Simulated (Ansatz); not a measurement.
`N[Si](O)([SiH3])O[SiH3]` and `N[Si](O)([SiH3])[SiH3]` differ in one atom or group.

Ansatz, PBE0-D4/def2-TZVP geometries, multiplicity 1. Each molecule was computed in one conformer, which needn't be the lowest.

```tsv
property	`N[Si](O)([SiH3])O[SiH3]`
LUMO energy (ωB97M-V/def2-TZVPP) / eV	1.69
HOMO energy (PBE/def2-TZVPP) / eV	-6.09
LUMO energy (PBE/def2-TZVPP) / eV	-0.80
HOMO energy (B3LYP/def2-TZVPP) / eV	-7.15
LUMO energy (B3LYP/def2-TZVPP) / eV	-0.15
HOMO–LUMO gap (B3LYP/def2-TZVPP) / eV	7.00
```

Question: Give the same properties after the change, and the shifts. (Estimate.)

Answer: Ansatz gave: 
```csv
property,`N[Si](O)([SiH3])[SiH3]`,shift
LUMO energy (ωB97M-V/def2-TZVPP) / eV,1.24,-0.45
HOMO energy (PBE/def2-TZVPP) / eV,-6.07,0.02
LUMO energy (PBE/def2-TZVPP) / eV,-1.25,-0.45
HOMO energy (B3LYP/def2-TZVPP) / eV,-7.02,0.13
LUMO energy (B3LYP/def2-TZVPP) / eV,-0.61,-0.46
HOMO–LUMO gap (B3LYP/def2-TZVPP) / eV,6.40,-0.60
```

With PBE0 the HOMO rises by 0.17 eV and the LUMO falls by 0.51 eV, so the gap narrows by about 0.68 eV. PBE moves the HOMO by 0.02 eV and ωB97M-V by 0.36 eV.

B3LYP here is the variant with VWN-RPA as its local correlation; programs differ in this.
